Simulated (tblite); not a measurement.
A tight-binding relaxation on `F[SiH2][C@@]12CC[C@]1(CCl)C2`.

Computed with GFN2-xTB geometry optimisation, gas phase (tblite 0.8.0). Start geometry: from a force field or distance geometry. The input is one job of a driver script: a line of settings, then coordinates in Å.

Command:
```bash
OMP_NUM_THREADS=1 python probes_run.py task.json out
```

Input:
```
{"job": {"kind": "relax", "xc": "GFN2-xTB", "basis": "xTB"}, "charge": 0, "multiplicity": 1}
F      2.975300     0.974500    -0.629500
Si     2.034100     0.391100     0.641300
C      0.565000    -0.457100     0.015400
C     -0.157700    -1.513300     0.781000
C     -1.460400    -0.818000     0.505100
C     -0.713500     0.147200    -0.370300
C     -1.065100     1.565500    -0.535100
Cl    -0.872300     2.578400     0.920100
C      0.241200    -0.375100    -1.445000
H      1.794100     1.382600     1.700400
H      2.881600    -0.657100     1.303300
H     -0.112900    -2.473600     0.207300
H      0.117400    -1.625700     1.865900
H     -1.941900    -0.417600     1.398700
H     -2.181900    -1.380300    -0.133200
H     -0.546600     1.969800    -1.412600
H     -2.155900     1.609800    -0.816200
H     -0.145800    -1.281400    -1.930100
H      0.735700     0.389500    -2.074100
```

Output:
```
step      E/eV     max force
  0    -788.00854    2.884
  1    -788.42352    1.696
  2    -788.60916    0.895
  3    -788.71146    0.817
  4    -788.78238    0.725
  5    -788.81726    0.414
  6    -788.84468    0.345
  7    -788.86605    0.333
  8    -788.88409    0.323
  9    -788.89552    0.248
... (96 lines left out)
106    -788.98067    0.038
107    -788.98088    0.038
108    -788.98109    0.032
109    -788.98125    0.028
110    -788.98136    0.027
111    -788.98146    0.026
112    -788.98154    0.019
113    -788.98158    0.026
114    -788.98164    0.013
115    -788.98167    0.009
```

«max force» is the largest atomic force in eV/Å.

Q: From which step on does the largest force stay under 0.1 eV/Å, and how much energy is left to gain from there?

A: From step 33 (0.094 eV/Å), 20.8 meV above the end.

Main results: energy lowered by 22.4 kcal/mol over 115 steps; largest atomic force 0.009 eV/Å at the end.

Q: Where do the atoms end?

A: 0.333 Å rms from the input after alignment:
```
atom  x, y, z in Å
F1     2.5379    1.4527   -0.4795
Si2    2.1649    0.3596    0.6491
C3     0.5914   -0.4621    0.0627
C4    -0.2277   -1.4958    0.8393
C5    -1.5305   -0.8197    0.3701
C6    -0.7043    0.1834   -0.4258
C7    -1.0344    1.6278   -0.5694
Cl8   -1.1304    2.4141    1.0419
C9     0.1791   -0.5453   -1.3847
H10    1.9863    1.1143    1.8784
H11    3.2895   -0.5656    0.6540
H12   -0.0871   -2.5265    0.5136
H13   -0.0779   -1.4399    1.9149
H14   -2.0827   -0.3557    1.1839
H15   -2.2093   -1.4365   -0.2200
H16   -0.2600    2.1572   -1.1242
H17   -2.0079    1.7769   -1.0398
H18   -0.1479   -1.4915   -1.7927
H19    0.7411    0.0617   -2.0793
```

The run took 1.8 s of wall time on one thread, Arm Neoverse N1 (aarch64), no GPU (shared host).
Labels such as C1 count atoms from 1, the log's own numbers from 0.
